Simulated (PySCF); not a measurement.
C₆H₄BClF₂.
SMILES with atom numbers: `[F:1][B:2]([F:3])[c:4]1[cH:5][cH:6][c:7]([Cl:8])[cH:9][cH:10]1` (hydrogens: H11 on C5; H12 on C6; H13 on C9; H14 on C10)

Level: wB97X-D/def2-SVPD in PySCF, non-relativistic, on one gas-phase PBE0-D3(BJ)/def2-SVP geometry that isn't relaxed in the solvent. The solvent is an IEF-PCM continuum (cavity from Bondi-type radii × 1.2), and excitations are vertical TDDFT with non-equilibrium linear response and a frozen core. The model holds no explicit solvent molecules, cavitation or dispersion.

Gas-phase singlets (H = HOMO, L = LUMO):

```csv
state,E (eV),λ (nm),f,leading configuration
S1,5.121,242,0.008,H-1→L 62%
S2,5.499,225,0.294,H→L 89%
S3,6.491,191,0.283,H→L+1 61%
S4,6.843,181,0.000,H-2→L 82%
S5,6.852,181,0.642,H-1→L+1 88%
```

**Question.** Give the list for acetone (ε = 20.49), n² = 1.85.

**Answer.** 
```json
{"state": "S1", "E (eV)": "5.102", "λ (nm)": "243", "f": "0.018", "leading configuration": "H-1→L 68%", "change by rank (eV)": "-0.019"}
{"state": "S2", "E (eV)": "5.450", "λ (nm)": "228", "f": "0.386", "leading configuration": "H→L 91%", "change by rank (eV)": "-0.049"}
{"state": "S3", "E (eV)": "6.411", "λ (nm)": "193", "f": "0.359", "leading configuration": "H→L+1 67%", "change by rank (eV)": "-0.080"}
{"state": "S4", "E (eV)": "6.713", "λ (nm)": "185", "f": "0.716", "leading configuration": "H-1→L+1 90%", "change by rank (eV)": "-0.130"}
{"state": "S5", "E (eV)": "6.861", "λ (nm)": "181", "f": "0.000", "leading configuration": "H-2→L 75%", "change by rank (eV)": "+0.009"}
```

**Question.** Give the list for water (ε = 78.36), n² = 1.78.

**Answer.** 
```json
{"state": "S1", "E (eV)": "5.103", "λ (nm)": "243", "f": "0.018", "leading configuration": "H-1→L 68%", "change by rank (eV)": "-0.018"}
{"state": "S2", "E (eV)": "5.455", "λ (nm)": "227", "f": "0.381", "leading configuration": "H→L 91%", "change by rank (eV)": "-0.044"}
{"state": "S3", "E (eV)": "6.421", "λ (nm)": "193", "f": "0.354", "leading configuration": "H→L+1 67%", "change by rank (eV)": "-0.070"}
{"state": "S4", "E (eV)": "6.721", "λ (nm)": "184", "f": "0.714", "leading configuration": "H-1→L+1 90%", "change by rank (eV)": "-0.122"}
{"state": "S5", "E (eV)": "6.860", "λ (nm)": "181", "f": "0.000", "leading configuration": "H-2→L 75%", "change by rank (eV)": "+0.008"}
```

**Question.** How do the frontier levels move from gas to water?

**Answer.** 
| orbital | gas (eV) | solvent (eV) | change (eV) | Löwdin shares, gas | Löwdin shares, solvent |
| --- | --- | --- | --- | --- | --- |
| LUMO+2 | 1.74 | 1.83 | +0.09 | B2 49 %, Cl8 8 %, C10 5 %, C5 5 % | B2 57 %, F3 6 %, F1 6 %, Cl8 5 % |
| LUMO+1 | 0.77 | 0.99 | +0.22 | C10 19 %, C5 19 %, C6 18 %, C9 18 % | C10 19 %, C5 19 %, C6 18 %, C9 18 % |
| LUMO | -0.10 | 0.05 | +0.15 | C7 18 %, C4 17 %, B2 14 %, C5 11 % | C7 18 %, C4 17 %, B2 14 %, C5 11 % |
| HOMO | -9.40 | -9.28 | +0.12 | Cl8 25 %, C4 19 %, C7 18 %, C9 9 % | Cl8 23 %, C4 20 %, C7 19 %, C9 9 % |
| HOMO-1 | -9.86 | -9.65 | +0.21 | C6 21 %, C9 21 %, C10 20 %, C5 20 % | C6 21 %, C9 21 %, C10 20 %, C5 20 % |
| HOMO-2 | -11.21 | -11.16 | +0.05 | Cl8 77 %, C7 10 % | Cl8 74 %, C7 10 %, C6 4 %, C9 4 % |
| HOMO-3 | -11.99 | -11.90 | +0.09 | Cl8 47 %, C4 14 %, C7 10 %, C10 9 % | Cl8 46 %, C4 14 %, C10 9 %, C5 9 % |

The HOMO–LUMO gap goes from 9.30 to 9.33 eV.

Rough CPU time on one thread of a shared machine: about 2.1 min. This is the whole response run at wB97X-D/def2-SVPD in water, SCF included.

Conformer computed: `[F:1][B:2]([F:3])[c:4]1[cH:5][cH:6][c:7]([Cl:8])[cH:9][cH:10]1`: F1–B2–C4–C5 0°.
